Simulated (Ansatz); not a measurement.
SiHI₃, 5 atoms. Hardware: 4 threads of Intel Xeon on a shared host.

In the def2 sets I takes a core potential; there is no spin–orbit coupling. Correlated methods freeze 17 core orbitals; core or outer-core shells of I are correlated, in sets that lack core-valence functions.

(1) How many basis functions does each of these Ansatz runs have, and roughly what does it cost? PBE0-D4/def2-TZVP, charge 0 singlet, energy, from earlier orbitals; r2SCANh-D4/def2-TZVP, charge 0 singlet, energy, from earlier orbitals; ωB97X-V/def2-TZVP, charge 0 singlet, energy, from earlier orbitals; BLYP-D4/def2-TZVP, charge 0 singlet, energy, from earlier orbitals; PBE0-D4/def2-SVP, charge 1 doublet at the geometry of the charge 0 singlet, energy with a search over starts; PBE0-D4/def2-SVP, charge 0 singlet, energy with a search over starts; HF/def2-TZVP, charge 0 singlet, energy, from earlier orbitals; r2SCAN-D4/def2-TZVP, charge 0 singlet, energy, from earlier orbitals; r2SCAN-D4/def2-TZVP, charge 0 triplet at the geometry of the charge 0 singlet, energy, from earlier orbitals; CAM-B3LYP-D4/def2-TZVP, charge 0 singlet, energy, from earlier orbitals; RPA@PBE/def2-TZVP, charge 0 singlet, energy, from earlier orbitals; MP2/def2-TZVP, charge 0 singlet, energy, from earlier orbitals.

Results:

(1) Other jobs shared the machine, so times can vary by a factor of up to 3. A dash marks memory too small to be measured apart from the calling script's.

```json
{"run": "BLYP-D4/def2-TZVP, charge 0 singlet, energy, from earlier orbitals", "functions": "193", "fitting or Cholesky vectors": "1397", "wall time": "10 s", "peak host memory (GiB)": "–"}
{"run": "r2SCAN-D4/def2-TZVP, charge 0 singlet, energy, from earlier orbitals", "functions": "193", "fitting or Cholesky vectors": "1397", "wall time": "11 s", "peak host memory (GiB)": "–"}
{"run": "PBE0-D4/def2-SVP, charge 0 singlet, energy with a search over starts", "functions": "101", "fitting or Cholesky vectors": "1224", "wall time": "11 s", "peak host memory (GiB)": "–"}
{"run": "PBE0-D4/def2-TZVP, charge 0 singlet, energy, from earlier orbitals", "functions": "193", "fitting or Cholesky vectors": "1566", "wall time": "15 s", "peak host memory (GiB)": "0.67"}
{"run": "HF/def2-TZVP, charge 0 singlet, energy, from earlier orbitals", "functions": "193", "fitting or Cholesky vectors": "1792", "wall time": "17 s", "peak host memory (GiB)": "0.69"}
{"run": "CAM-B3LYP-D4/def2-TZVP, charge 0 singlet, energy, from earlier orbitals", "functions": "193", "fitting or Cholesky vectors": "1538", "wall time": "21 s", "peak host memory (GiB)": "0.73"}
{"run": "r2SCANh-D4/def2-TZVP, charge 0 singlet, energy, from earlier orbitals", "functions": "193", "fitting or Cholesky vectors": "1397", "wall time": "21 s", "peak host memory (GiB)": "0.66"}
{"run": "MP2/def2-TZVP, charge 0 singlet, energy, from earlier orbitals", "functions": "193", "fitting or Cholesky vectors": "1704", "wall time": "22 s", "peak host memory (GiB)": "–"}
{"run": "RPA@PBE/def2-TZVP, charge 0 singlet, energy, from earlier orbitals", "functions": "193", "fitting or Cholesky vectors": "1704", "wall time": "23 s", "peak host memory (GiB)": "0.56"}
{"run": "r2SCAN-D4/def2-TZVP, charge 0 triplet at the geometry of the charge 0 singlet, energy, from earlier orbitals", "functions": "193", "fitting or Cholesky vectors": "1397", "wall time": "26 s", "peak host memory (GiB)": "–"}
{"run": "PBE0-D4/def2-SVP, charge 1 doublet at the geometry of the charge 0 singlet, energy with a search over starts", "functions": "101", "fitting or Cholesky vectors": "1224", "wall time": "29 s", "peak host memory (GiB)": "–"}
{"run": "ωB97X-V/def2-TZVP, charge 0 singlet, energy, from earlier orbitals", "functions": "193", "fitting or Cholesky vectors": "1463", "wall time": "30 s", "peak host memory (GiB)": "0.78"}
```
